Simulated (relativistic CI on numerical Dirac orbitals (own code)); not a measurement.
A reference radial Dirac CI calculation of Ta21+ gave the lowest total energy -15415.38144 Ha in 11 SCF steps, from this input:

```
atom Ta  Z=73  charge=21  electrons=52
nucleus A=181  rms_radius_fm=5.3507
hamiltonian dirac-coulomb  breit=on  qed=on  c_scale=1
orbitals kli  potential=per-configuration
slater_scale 1
correlation none
mixing on
grid step=0.0125 r_max=6.8
scf mixing=0.4 start=green max_iterations=150 tolerance=2e-08 node_fill=0.05
configurations
  [Kr] 4d10 4f6
end
```

One setting was then changed, and the output read:

```
SCF 1: [Kr] 4d10 4f6
 iter      energy (Ha)   residual   last orbital (Ha)
    1    -15218.276693   6.57e+00    -48.15919
    2    -15392.202859   3.21e+00    -32.58446
    3    -15441.048051   3.63e-01    -21.46267
    4    -15441.907090   2.05e-01    -22.31445
    5    -15442.063123   2.90e-02    -21.60243
    6    -15442.065823   1.83e-03    -21.50716
error: SCF of 1s2 2s2 2p6 3s2 3p6 3d10 4s2 4p6 4d10 4f6 did not converge
end: not converged
```

Task: Which setting was changed?
A. end of the grid
B. charge
C. iteration limit
D. node fill of the KLI weights

Result: C. The iteration limit 6. This setting is bad on purpose; its numbers may not be properties of the ion.
